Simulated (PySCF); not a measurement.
PySCF input (M06-2X/6-31G* with LANL2DZ past Ar (5d)):

```python
from pyscf import gto, dft

mol = gto.M(
    atom='''
    Mg    1.21334300    0.34241100    0.22505500
    I    -0.36321000    1.75361700   -1.53487400
    I     0.08849100   -1.83114400    1.48391800
    ''',
    basis={'default': '6-31g*', 'I': 'lanl2dz'},
    ecp={'I': 'lanl2dz'},
    charge=-1,
    spin=1,
    verbose=4,
)

mf = dft.UKS(mol, xc='m062x')
mf.grids.level = 4
mf.conv_tol = 1e-9
mf.max_cycle = 100
mf.max_memory = 1500
mf.kernel()
if not mf.converged:
    mf = mf.newton()
    mf.kernel(mf.make_rdm1())
mo, _, stable, _ = mf.stability(return_status=True)
if not stable:
    mf.kernel(mf.make_rdm1(mo, mf.mo_occ))
    stable = mf.stability(return_status=True)[2]
mf.dip_moment()
```

From the output:

```

cycle= 1 E= -222.787701625797  delta_E= -6.64  |g|= 0.321  |ddm|= 3.59
  alpha nocc = 14  HOMO = 0.0030294003061595  LUMO = 0.155134932289631
  beta  nocc = 13  HOMO = -0.205914948585241  LUMO = 0.0869730798014565
  HOMO = 0.00302940030616  LUMO = 0.0869730798015  gap/eV = 2.28422
cycle= 2 E= -222.88102195413  delta_E= -0.0933  |g|= 0.171  |ddm|= 0.86
  alpha nocc = 14  HOMO = -0.0370753825353685  LUMO = 0.100611891162334
  beta  nocc = 13  HOMO = -0.137615297595405  LUMO = 0.0287871572462652
  HOMO = -0.0370753825354  LUMO = 0.0287871572463  gap/eV = 1.79221
cycle= 3 E= -222.914879233919  delta_E= -0.0339  |g|= 0.0191  |ddm|= 0.446
  alpha nocc = 14  HOMO = -0.0369937621200727  LUMO = 0.116417122380035
  beta  nocc = 13  HOMO = -0.135428776270911  LUMO = 0.0663556272354757
  HOMO = -0.0369937621201  LUMO = 0.0663556272355  gap/eV = 2.81228
cycle= 4 E= -222.915889323844  delta_E= -0.00101  |g|= 0.0122  |ddm|=  0.1
  alpha nocc = 14  HOMO = -0.0381649838700096  LUMO = 0.101689646751487
  beta  nocc = 13  HOMO = -0.135972893502702  LUMO = 0.0248980947830972
  HOMO = -0.03816498387  LUMO = 0.0248980947831  gap/eV = 1.71603
cycle= 5 E= -222.916081963625  delta_E= -0.000193  |g|= 0.00446  |ddm|= 0.0303
  alpha nocc = 14  HOMO = -0.0386333006441095  LUMO = 0.100950680801507
  beta  nocc = 13  HOMO = -0.136345900551011  LUMO = 0.0311400470939578
  HOMO = -0.0386333006441  LUMO = 0.031140047094  gap/eV = 1.89863
cycle= 6 E= -222.916131716682  delta_E= -4.98e-05  |g|= 0.00105  |ddm|= 0.02
  alpha nocc = 14  HOMO = -0.0384108174096092  LUMO = 0.101083648537349
  beta  nocc = 13  HOMO = -0.13622171454484  LUMO = 0.0298118755556533
  HOMO = -0.0384108174096  LUMO = 0.0298118755557  gap/eV = 1.85643
cycle= 7 E= -222.916133914175  delta_E= -2.2e-06  |g|= 0.000208  |ddm|= 0.00428
  alpha nocc = 14  HOMO = -0.0384831557105585  LUMO = 0.100988537962186
  beta  nocc = 13  HOMO = -0.136278953035515  LUMO = 0.0291805302589605
  HOMO = -0.0384831557106  LUMO = 0.029180530259  gap/eV = 1.84122
cycle= 8 E= -222.916134019675  delta_E= -1.05e-07  |g|= 3.79e-05  |ddm|= 0.000942
  alpha nocc = 14  HOMO = -0.0384777549570785  LUMO = 0.100996645819345
  beta  nocc = 13  HOMO = -0.13628443565685  LUMO = 0.029317414046508
  HOMO = -0.0384777549571  LUMO = 0.0293174140465  gap/eV = 1.84480
cycle= 9 E= -222.916134023759  delta_E= -4.08e-09  |g|= 1.68e-05  |ddm|= 0.000256
  alpha nocc = 14  HOMO = -0.0384750992669787  LUMO = 0.100971075362615
  beta  nocc = 13  HOMO = -0.136284206302741  LUMO = 0.0292681148532292
  HOMO = -0.038475099267  LUMO = 0.0292681148532  gap/eV = 1.84339
cycle= 10 E= -222.916134024302  delta_E= -5.43e-10  |g|= 3.35e-06  |ddm|= 7.65e-05
  alpha nocc = 14  HOMO = -0.0384753919401781  LUMO = 0.100975572217473
  beta  nocc = 13  HOMO = -0.13628537698951  LUMO = 0.0292828222552295
  HOMO = -0.0384753919402  LUMO = 0.0292828222552  gap/eV = 1.84379
Extra cycle  E= -222.916134024314  delta_E= -1.18e-11  |g|= 3.03e-06  |ddm|= 1.76e-05
converged SCF energy = -222.916134024314  <S^2> = 0.75217359  2S+1 = 2.0021724
uhf_internal: lowest eigs of H = [0.18834497 0.20019964 0.20032647]
<class 'pyscf.dft.uks.UKS'> wavefunction is stable in the internal stability analysis

WARN: System has nonzero charge -1; the dipole moment is origin-dependent.
Location of origin: [0. 0. 0.]

Dipole moment(X, Y, Z, Debye): -0.59974, -0.16943, -0.11114
```

The dipole moment of an ion depends on the origin.

The geometry given is a B3LYP-D3(BJ)/def2-TZVP minimum.
